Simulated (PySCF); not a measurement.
A calculated (MN15, PySCF 2.14, aug-cc-pVQZ-DK3, the spin-free X2C one-electron Hamiltonian (Gaussian nucleus)) atom or ion has these occupied shells.

| shell | electrons | orbital energy (eV) | rms radius, mean of both spins (bohr) |
| --- | --- | --- | --- |
| 1s α | 1 | -32978.6 | 0.0311 |
| 1s β | 1 | -32978.6 | 0.0311 |
| 2s α | 1 | -5073.4 | 0.127 |
| 2s β | 1 | -5073.1 | 0.127 |
| 2p α | 3 | -4586.1 | 0.113 |
| 2p β | 3 | -4586.0 | 0.113 |
| 3s α | 1 | -1031.8 | 0.339 |
| 3s β | 1 | -1031.8 | 0.339 |
| 3p α | 3 | -875.37 | 0.337 |
| 3p β | 3 | -875.34 | 0.337 |
| 3d β | 5 | -628.85 | 0.314 |
| 3d α | 5 | -628.83 | 0.314 |
| 4s α | 1 | -201.02 | 0.791 |
| 4s β | 1 | -200.93 | 0.791 |
| 4p α | 3 | -150.82 | 0.848 |
| 4p β | 3 | -150.58 | 0.848 |
| 4d α | 5 | -74.048 | 0.992 |
| 4d β | 5 | -73.713 | 0.992 |
| 5s α | 1 | -40.163 | 1.99 |
| 5s β | 1 | -36.395 | 1.99 |
| 5p α | 3 | -27.712 | 2.31 |

(1) Name the element and its charge.

## Answers

(1) I²⁺ (iodine, charge +2), in [Kr] 4d10 5s2 5p3, high-spin 4S determinant.
